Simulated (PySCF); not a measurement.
Cartesian coordinates (Å):
```xyz
5

Zn     0.0144    -0.1009    -0.0015
Cl    -0.9598    -0.4987     1.8322
N      0.6781     0.3349    -1.6505
H      0.9819    -0.4922    -2.1838
H      1.5073     0.9428    -1.5931
```
Charge 0, spin multiplicity 1.

Question: Predict the total energy, HOMO and LUMO from TPSSh-D3(BJ)/def2-TZVP // PBE-D3(BJ)/def2-SVP in PySCF 2.14.0.

Answer: 
The total energy is -2295.6632 Ha and the HOMO is -6.77 eV. The LUMO is -1.39 eV.
